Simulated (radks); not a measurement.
Problem. These are the eigenvalues of the occupied orbitals of an atom or ion with whole-number occupations (eV). Calculated with a radial shooting solver on a logarithmic mesh with Libxc functionals: scalar-relativistic Kohn-Sham, BLYP, spin-unpolarised, spherical densities, finite nucleus; Fermi nuclear charge, rms radius of each element as measured or else 0.836 A^(1/3) + 0.57 fm.

| orbital | eigenvalue |
|---|---|
| 1s | -45022.36 |
| 2s | -7319.340 |
| 2p | -6537.126 |
| 3s | -1594.988 |
| 3p | -1349.343 |
| 3d | -1012.399 |
| 4s | -316.0160 |
| 4p | -235.3889 |
| 4d | -121.4979 |
| 5s | -40.5342 |
| 5p | -21.3873 |
| 6s | -3.0844 |
| 5d | -1.1004 |
| 4f | -0.9335 |

Which element is it, and in what charge state? The configuration may be excited.

Solution. Z = 61, promethium, charge 0: Pm in [Xe] 4f5 6s1 5d1. The list shows which subshells hold electrons but not how many an open one holds; the 1s level, -1654.5 hartree, gives Z - s = 57.5 by -(Z - s)^2/2, which with screening and relativity narrows Z to a few neighbours, and the depths of the outer levels then fix element, charge and occupations together.
